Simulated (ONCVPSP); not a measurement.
## Scattering properties, ONCV potential for Zn (Z = 30)

* Element: Zn
* Generator: ONCVPSP 4.0.1
* Type: optimised norm-conserving Vanderbilt (ONCV)
* Functional: BLYP
* Relativity: scalar-relativistic
* Frozen core: [Ar]
* Valence charge: 12
* Reference configuration: 3d10 4s1.5 4p0.5
* Partial waves: 4s: rc 1.80 bohr, ncon 3, nbas 7, qcut 3.3 1/bohr, 2 projectors, debl 1.3 Ha; 4p: rc 3.15 bohr, ncon 4, nbas 9, qcut 2.6 1/bohr, 2 projectors, debl 2.2 Ha; 3d: rc 1.05 bohr, ncon 4, nbas 9, qcut 12.8 1/bohr, 1 projector
* Local potential: polynomial inside 0.90 bohr (lpopt 5, dvloc0 4 Ha)
* Core correction: Teter function, fcfact 4.25, rcfact 1.45

The phase is arctan(r·R′/R) of the radial function R(r), unwrapped; energies in Ha, scanned from -2 to 5 Ha. A pole is an energy at which the radial function vanishes at the test radius. The pseudo phase is shifted by a multiple of π to meet the all-electron one at the reference energy, and phase errors are pseudo minus all-electron; the curves can meet again beyond the range given. Levels narrower than the energy grid can be missing from the lists of poles.

For each channel, where are the poles, and over which energies does the pseudopotential scatter like the atom?

```
channel  radius (bohr)  reference energy (Ha)  poles, all-electron     poles, pseudo  unbroken range about the reference energy with phases within 0.05 rad  phase error 1 Ha above the reference energy (rad)
      s           1.83                  -0.25                 2.41       -0.61, 2.41                                                            -0.6 to 4.6                                             +0.000
      p           3.19                  -0.06           0.43, 2.77  0.43, 2.71, 3.33                                                              below 1.2                                             -0.013
      d           1.07                  -0.41                 1.16              1.24                                                              below 2.9                                             +0.006
```

Note: ghosts flagged at negative energy: s at -16.7 eV; GHOST(+) flagged for p at 88.2 eV. A true bound ghost makes a file unfit for plane-wave use.

Phases in the s channel:

```json
{"E (Ha)": "-1.98", "all-electron": "1.086", "pseudo": "4.223"}
{"E (Ha)": "-1.80", "all-electron": "1.039", "pseudo": "4.176"}
{"E (Ha)": "-1.62", "all-electron": "0.980", "pseudo": "4.117"}
{"E (Ha)": "-1.44", "all-electron": "0.904", "pseudo": "4.041"}
{"E (Ha)": "-1.26", "all-electron": "0.804", "pseudo": "3.941"}
{"E (Ha)": "-1.08", "all-electron": "0.670", "pseudo": "3.807"}
{"E (Ha)": "-0.90", "all-electron": "0.487", "pseudo": "3.623"}
{"E (Ha)": "-0.72", "all-electron": "0.242", "pseudo": "3.376"}
{"E (Ha)": "-0.54", "all-electron": "-0.057", "pseudo": "-0.054"}
{"E (Ha)": "-0.36", "all-electron": "-0.371", "pseudo": "-0.370"}
{"E (Ha)": "-0.18", "all-electron": "-0.644", "pseudo": "-0.644"}
{"E (Ha)": "0.00", "all-electron": "-0.857", "pseudo": "-0.856"}
{"E (Ha)": "0.18", "all-electron": "-1.013", "pseudo": "-1.013"}
{"E (Ha)": "0.36", "all-electron": "-1.129", "pseudo": "-1.129"}
{"E (Ha)": "0.54", "all-electron": "-1.216", "pseudo": "-1.216"}
{"E (Ha)": "0.72", "all-electron": "-1.284", "pseudo": "-1.284"}
{"E (Ha)": "0.90", "all-electron": "-1.338", "pseudo": "-1.338"}
{"E (Ha)": "1.08", "all-electron": "-1.382", "pseudo": "-1.382"}
{"E (Ha)": "1.26", "all-electron": "-1.419", "pseudo": "-1.419"}
{"E (Ha)": "1.44", "all-electron": "-1.450", "pseudo": "-1.450"}
{"E (Ha)": "1.62", "all-electron": "-1.478", "pseudo": "-1.478"}
{"E (Ha)": "1.80", "all-electron": "-1.502", "pseudo": "-1.502"}
{"E (Ha)": "1.98", "all-electron": "-1.524", "pseudo": "-1.524"}
{"E (Ha)": "2.16", "all-electron": "-1.544", "pseudo": "-1.544"}
{"E (Ha)": "2.34", "all-electron": "-1.563", "pseudo": "-1.564"}
{"E (Ha)": "2.52", "all-electron": "-1.581", "pseudo": "-1.582"}
{"E (Ha)": "2.70", "all-electron": "-1.599", "pseudo": "-1.599"}
{"E (Ha)": "2.88", "all-electron": "-1.616", "pseudo": "-1.617"}
{"E (Ha)": "3.06", "all-electron": "-1.633", "pseudo": "-1.635"}
{"E (Ha)": "3.24", "all-electron": "-1.650", "pseudo": "-1.653"}
{"E (Ha)": "3.42", "all-electron": "-1.668", "pseudo": "-1.672"}
{"E (Ha)": "3.60", "all-electron": "-1.687", "pseudo": "-1.693"}
{"E (Ha)": "3.78", "all-electron": "-1.708", "pseudo": "-1.716"}
{"E (Ha)": "3.96", "all-electron": "-1.730", "pseudo": "-1.742"}
{"E (Ha)": "4.14", "all-electron": "-1.755", "pseudo": "-1.772"}
{"E (Ha)": "4.32", "all-electron": "-1.784", "pseudo": "-1.809"}
{"E (Ha)": "4.50", "all-electron": "-1.817", "pseudo": "-1.855"}
{"E (Ha)": "4.68", "all-electron": "-1.858", "pseudo": "-1.917"}
{"E (Ha)": "4.86", "all-electron": "-1.909", "pseudo": "-2.004"}
```
